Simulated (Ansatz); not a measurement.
Reactions of C2H7AlTe (`[CH3][Al]([CH3])[TeH]`).

Gas-phase electronic energies from Ansatz, PBE0-D4/def2-TZVP geometries. CCSD(T)/CBS adds triple-zeta CCSD(T) − MP2 to the extrapolated MP2 energy (def2 sets, frozen cores). This one scheme is used for every species. Double bonds are as drawn, so ΔE can hold a change between cis and trans. DFT in def2-TZVPP. B3LYP here is the variant with VWN-RPA as its local correlation; programs differ in this. def2 core potentials past Kr. For As, Cd, Sn, Te outer-core shells are correlated without core-valence functions, which leaves a few kJ/mol of doubt a bond. Scalar relativity is left out up to krypton. One conformer a species, not always the lowest.

```json
{"reaction": "`[CH3][Al]([CH3])[TeH]` + `F[C](F)(F)[SnH3]` → `[CH3][Al]([CH3])[SnH3]` + `FC(F)(F)[TeH]`", "PBE0-D4 (kJ/mol)": "98", "B3LYP-D4 (kJ/mol)": "98", "ωB97M-V (kJ/mol)": "103", "CCSD(T)/CBS(def2) (kJ/mol)": "103"}
{"reaction": "`[CH3][Al]([CH3])[TeH]` + `[NH2][Cd][OH]` → `C[O][Cd][NH2]` + `[CH3][AlH][TeH]`", "PBE0-D4 (kJ/mol)": "109", "B3LYP-D4 (kJ/mol)": "104", "ωB97M-V (kJ/mol)": "110", "CCSD(T)/CBS(def2) (kJ/mol)": "116"}
{"reaction": "`[CH3][Al]([CH3])[TeH]` + `OCC#CS` → `SC#C[TeH]` + `[CH3][Al]([CH3])[CH2]O`", "PBE0-D4 (kJ/mol)": "163", "B3LYP-D4 (kJ/mol)": "153", "ωB97M-V (kJ/mol)": "155", "CCSD(T)/CBS(def2) (kJ/mol)": "157"}
{"reaction": "`[CH3][Al]([CH3])[TeH]` + `C/C=N/C` → `C/C=N\\C[TeH]` + `[CH3][AlH][CH3]`", "PBE0-D4 (kJ/mol)": "181", "B3LYP-D4 (kJ/mol)": "172", "ωB97M-V (kJ/mol)": "176", "CCSD(T)/CBS(def2) (kJ/mol)": "176"}
{"reaction": "`[CH3][Al]([CH3])[TeH]` + `O[SiH2]F` → `O[SiH](F)[TeH]` + `[CH3][AlH][CH3]`", "PBE0-D4 (kJ/mol)": "72", "B3LYP-D4 (kJ/mol)": "71", "ωB97M-V (kJ/mol)": "71", "CCSD(T)/CBS(def2) (kJ/mol)": "78"}
{"reaction": "`[CH3][Al]([CH3])[TeH]` + `BS` → `BSC` + `[CH3][AlH][TeH]`", "PBE0-D4 (kJ/mol)": "49", "B3LYP-D4 (kJ/mol)": "49", "ωB97M-V (kJ/mol)": "52", "CCSD(T)/CBS(def2) (kJ/mol)": "52"}
{"reaction": "`[CH3][Al]([CH3])[TeH]` + `CCOB(O)O` → `[CH3][Al]([CH3])[O]B(O)O` + `CC[TeH]`", "PBE0-D4 (kJ/mol)": "-54", "B3LYP-D4 (kJ/mol)": "-67", "ωB97M-V (kJ/mol)": "-64", "CCSD(T)/CBS(def2) (kJ/mol)": "-68"}
{"reaction": "`[CH3][Al]([CH3])[TeH]` + `N[AsH2]` → `N[AsH][TeH]` + `[CH3][AlH][CH3]`", "PBE0-D4 (kJ/mol)": "65", "B3LYP-D4 (kJ/mol)": "56", "ωB97M-V (kJ/mol)": "66", "CCSD(T)/CBS(def2) (kJ/mol)": "69"}
{"reaction": "`[CH3][Al]([CH3])[TeH]` + `OCB[SiH3]` → `[CH3][Al]([CH3])[BH][SiH3]` + `OC[TeH]`", "PBE0-D4 (kJ/mol)": "186", "B3LYP-D4 (kJ/mol)": "181", "ωB97M-V (kJ/mol)": "190", "CCSD(T)/CBS(def2) (kJ/mol)": "185"}
{"reaction": "`[CH3][Al]([CH3])[TeH]` + `C=CCO` → `[CH3][AlH][TeH]` + `C=C(C)CO`", "PBE0-D4 (kJ/mol)": "30", "B3LYP-D4 (kJ/mol)": "31", "ωB97M-V (kJ/mol)": "31", "CCSD(T)/CBS(def2) (kJ/mol)": "33"}
```

Largest T1 diagnostic: 0.016, for `C[O][Cd][NH2]`.
